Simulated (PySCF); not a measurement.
bromo(trichloro)methane (CBrCl3), SMILES ClC(Cl)(Cl)Br. Heavy atoms are numbered as in [Cl:1][C:2]([Cl:3])([Cl:4])[Br:5].

The structure is a stationary point at PBE-D3(BJ)/def2-SVP.

Computed with M06-2X/def2-TZVP (PySCF).

Atomic charges (e), one atom of each kind:

```tsv
atom	Löwdin	IAO	Mulliken
Cl1	0.35	0.01	0.00
C2	-1.32	-0.05	0.02
Br5	0.27	0.03	-0.02
```

Question: Give the Mayer and Wiberg (Löwdin basis) orders of the bonds. (Estimate from the structure and the level; the computed values follow.)

Answer: 
```csv
bond,Mayer,Wiberg
Cl1–C2,1.16,1.69
C2–Cl3,1.16,1.69
C2–Cl4,1.16,1.69
C2–Br5,1.08,1.56
```
